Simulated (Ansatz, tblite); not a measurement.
Isomers of PAu$_{4}$⁻ (singlet), found by a short tight-binding search and relaxed with B3LYP-D4/def2-SVPD in Ansatz.

In the def2 sets Au takes a core potential; there is no spin–orbit coupling. The xTB rows come from tblite. B3LYP takes the VWN-RPA correlation.

Run but left out: HF/def2-SVPD, HF/def2-TZVPD, MP2/def2-SVPD, MP2/def2-TZVPD, CCSD/def2-SVPD, CCSD(T)/def2-SVPD (B: restricted singlet, unstable towards broken spin symmetry).

B: The restricted singlet is unstable towards broken spin symmetry in Hartree–Fock (as tested in another run); at PBE-D4/def2-TZVPD, r2SCAN-D4/def2-TZVPD, B97M-V/def2-TZVPD, B3LYP-D4/def2-TZVPD and others this wasn't settled.

Other spin states weren't relaxed.

A:

```xyz
5

P    -0.7085   -0.0041   -1.3067
Au    1.4577    0.4459   -2.0197
Au   -0.1142   -0.7941    0.8061
Au   -1.0726    2.1967   -0.6532
Au    0.4375   -1.8444    3.1734
```

B:

```xyz
5

P     1.1191   -0.6578    1.0370
Au    2.5849    0.4051   -0.4005
Au   -0.4433   -1.2831   -0.6826
Au   -2.7015    0.4717   -0.8904
Au   -0.5592    1.0641    0.9365
```

**Question.** Estimate their order by electronic energy at PBE0-D4/def2-TZVPD, counted from the lowest.

**Answer.** A (0.00) < B (0.60), in eV.

**Question.** Do the other levels pick the same lowest one?

**Answer.** All that were run do. Energies above each level's lowest (eV):

| level | A | B |
| --- | --- | --- |
| GFN1-xTB | 0.00 | 0.24 |
| GFN2-xTB | 0.00 | 0.45 |
| PBE-D4/def2-TZVPD | 0.00 | 0.59 |
| r2SCAN-D4/def2-TZVPD | 0.00 | 0.62 |
| B97M-V/def2-TZVPD | 0.00 | 0.46 |
| B3LYP-D4/def2-TZVPD | 0.00 | 0.64 |
| PBE0-D4/def2-TZVPD | 0.00 | 0.60 |
| ωB97X-V/def2-TZVPD | 0.00 | 0.64 |
Point groups (tolerance 0.1 Å): A Cs, B Cs. Lower isomers may exist.
